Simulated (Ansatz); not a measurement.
`O[Si]([SiH3])(S)Cl` + HCl → `O[Si]([SiH3])(Cl)Cl` + H₂S at 500 K and 1 bar (ligand exchange at the Si–S bond).

Computed with Ansatz on PBE0-D4/def2-TZVP structures; ΔE is electronic, products minus reactants. CCSD(T)/CBS adds triple-zeta CCSD(T) − MP2 to the extrapolated MP2 energy (def2 sets, frozen cores). This one scheme is used for every species. One conformer a species, not always the lowest.

```csv
species,CCSD(T)/CBS energy (Eh),H − E (kJ/mol),S (J/(mol·K))
`O[Si]([SiH3])(S)Cl`,-1514.02592,191.7,472.0
HCl,-460.38127,32.5,201.9
`O[Si]([SiH3])(Cl)Cl`,-1575.44956,165.8,454.7
H₂S,-398.97279,57.0,224.0
```

H − E and S are ideal-gas, rigid-rotor, harmonic terms from PBE0-D4/def2-TZVP, for one conformer and one mirror image of each species. 1 Eh = 2625.50 kJ/mol, R = 8.31446 J/(mol·K).

Task: By hand: ΔE, ΔH, ΔS and ΔG.

Result: ΔE = (-1575.44956) + (-398.97279) − (-1514.02592) − (-460.38127) = -0.01516 Eh = -39.8 kJ/mol. Δ(H − E) = 165.8 + 57.0 − 191.7 − 32.5 = -1.4, so ΔH = -41.2 kJ/mol. ΔS = 454.7 + 224.0 − 472.0 − 201.9 = 4.8 J/(mol·K). ΔG = -41.2 − 500 × (4.8)/1000 = -43.6 kJ/mol.

Task: By hand: the equilibrium constant, and the temperature at which ΔG would vanish if ΔH and ΔS stayed fixed.

Result: log₁₀ K = −ΔG/(RT ln 10) = 4.6. ΔH and −TΔS have one sign here, so there is no such temperature.

The number of gas molecules stays the same, so ΔS is small and ΔH decides. A doubt of 5 kJ/mol in ΔE shifts log₁₀ K by 0.5 here. Other conformers and mirror images would add mixing entropy, several J/(mol·K) or more a flexible species. These are equilibria of isolated gas molecules and say nothing of rates. Largest T1 diagnostic: 0.012 (customary marks: 0.02 for closed shells, 0.045 for open ones).

ΔS is within the doubt of such terms, so its sign, and with it that verdict, could turn.
